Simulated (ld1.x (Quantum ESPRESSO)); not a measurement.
**Scattering properties, ultrasoft potential for As**

```
Element                 : As
Generator               : ld1.x (Quantum ESPRESSO) 7.5
Type                    : ultrasoft
Functional              : PBE
Relativity              : scalar-relativistic
Frozen core             : [Ar] 3d10
Valence charge          : 5
Reference configuration : 4s2 4p3
Partial waves           : 4s (bound): rcut 1.50, rcutus 1.85 bohr; 4s channel at 0.9 Ry: rcut 1.50, rcutus 1.85 bohr; 4p (bound): rcut 1.60, rcutus 1.70 bohr; 4p channel at 0.15 Ry: rcut 1.60, rcutus 1.70 bohr
Local potential         : all-electron potential smoothed inside 1.80 bohr (lloc = -1)
Core correction         : Bessel-smoothed model core, default radius (core density twice the valence density)
Augmentation charge     : PSQ, radius 1.55 bohr
```

The phase is arctan(r·u′/u) with u = r·R(r), unwrapped; energies in Ry, scanned from -3 to 5 Ry. A pole is an energy at which the radial function vanishes at the test radius. The pseudo phase is shifted by a multiple of π to meet the all-electron one at the reference energy, and phase errors are pseudo minus all-electron; the curves can meet again beyond the range given. Levels narrower than the energy grid can be missing from the lists of poles.

For each channel, where are the poles, and over which energies does the pseudopotential scatter like the atom?

| channel | radius (bohr) | reference energy (Ry) | poles, all-electron | poles, pseudo | unbroken range about the reference energy with phases within 0.05 rad | phase error 1 Ry above the reference energy (rad) |
| --- | --- | --- | --- | --- | --- | --- |
| s | 2.01 | -1.07 | 1.43 | 1.43 | the whole range | +0.000 |
| p | 2.01 | -0.38 | 3.01 | 2.99 | the whole range | -0.000 |

Phases in the p channel:

| E (Ry) | all-electron | pseudo |
| --- | --- | --- |
| -3.00 | 1.208 | 1.208 |
| -2.76 | 1.185 | 1.184 |
| -2.52 | 1.157 | 1.157 |
| -2.28 | 1.123 | 1.123 |
| -2.04 | 1.081 | 1.081 |
| -1.80 | 1.029 | 1.028 |
| -1.56 | 0.960 | 0.960 |
| -1.32 | 0.868 | 0.868 |
| -1.08 | 0.739 | 0.739 |
| -0.84 | 0.555 | 0.555 |
| -0.60 | 0.293 | 0.293 |
| -0.36 | -0.050 | -0.050 |
| -0.12 | -0.416 | -0.416 |
| 0.12 | -0.724 | -0.724 |
| 0.36 | -0.947 | -0.947 |
| 0.60 | -1.103 | -1.103 |
| 0.84 | -1.213 | -1.213 |
| 1.08 | -1.294 | -1.294 |
| 1.32 | -1.356 | -1.356 |
| 1.56 | -1.404 | -1.405 |
| 1.80 | -1.444 | -1.444 |
| 2.04 | -1.477 | -1.477 |
| 2.28 | -1.505 | -1.506 |
| 2.52 | -1.529 | -1.530 |
| 2.76 | -1.550 | -1.552 |
| 3.00 | -1.570 | -1.572 |
| 3.24 | -1.588 | -1.590 |
| 3.48 | -1.605 | -1.608 |
| 3.72 | -1.621 | -1.625 |
| 3.96 | -1.636 | -1.641 |
| 4.20 | -1.651 | -1.657 |
| 4.44 | -1.666 | -1.674 |
| 4.68 | -1.681 | -1.691 |
| 4.92 | -1.696 | -1.709 |
